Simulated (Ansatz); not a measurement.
The cluster Be₁₂⁺, 12 atoms. Hardware: 4 threads of Arm Neoverse V2 on a shared host.

Correlated methods freeze no core orbitals.

(1) How many basis functions does each of these Ansatz runs have, and roughly what does it cost? HF/STO-3G, charge 1 doublet, energy; B3LYP/def2-TZVP, charge 1 doublet, energy, from earlier orbitals; LDA (SPW92)/def2-TZVP, charge 1 doublet, energy, from earlier orbitals; PBE0/def2-SVP, charge 1 doublet, energy, from earlier orbitals; PBE0/def2-TZVP, charge 1 doublet, energy, from earlier orbitals; MP2/def2-TZVP, charge 1 doublet, energy, from earlier orbitals; PBE0/def2-SVP, charge 1 doublet, relaxation, 38 steps; r2SCAN/def2-TZVP, charge 1 doublet, energy, from earlier orbitals; PBE/def2-SVP, charge 1 doublet, energy with a search over starts; PBE/def2-SVP, charge 1 doublet, energy, from earlier orbitals; PBE-QIDH/def2-TZVP, charge 1 doublet, energy, from earlier orbitals; PBE/def2-TZVP, charge 1 doublet, energy and forces, from earlier orbitals.

Answers

(1) Other jobs shared the machine, so times can vary by a factor of up to 3. A dash marks memory too small to be measured apart from the calling script's.

```
                                                                      run  functions  fitting or Cholesky vectors  wall time  peak host memory (GiB)
                                      HF/STO-3G, charge 1 doublet, energy         60                          732     0.55 s                       –
            PBE/def2-SVP, charge 1 doublet, energy, from earlier orbitals        108                         1608      3.8 s                       –
   LDA (SPW92)/def2-TZVP, charge 1 doublet, energy, from earlier orbitals        228                         1692        4 s                       –
           MP2/def2-TZVP, charge 1 doublet, energy, from earlier orbitals        228                         1884        9 s                    0.78
PBE/def2-TZVP, charge 1 doublet, energy and forces, from earlier orbitals        228                         1692      9.5 s                       –
           PBE0/def2-SVP, charge 1 doublet, energy, from earlier orbitals        108                         1536       11 s                       –
         PBE/def2-SVP, charge 1 doublet, energy with a search over starts        108                         1608       19 s                       –
      PBE-QIDH/def2-TZVP, charge 1 doublet, energy, from earlier orbitals        228                         1884       24 s                    0.94
          PBE0/def2-TZVP, charge 1 doublet, energy, from earlier orbitals        228                         1692       24 s                     1.2
         B3LYP/def2-TZVP, charge 1 doublet, energy, from earlier orbitals        228                         1692       25 s                     1.2
        r2SCAN/def2-TZVP, charge 1 doublet, energy, from earlier orbitals        228                         1692       39 s                    0.92
                    PBE0/def2-SVP, charge 1 doublet, relaxation, 38 steps        108                         1608    2.3 min                       –
```
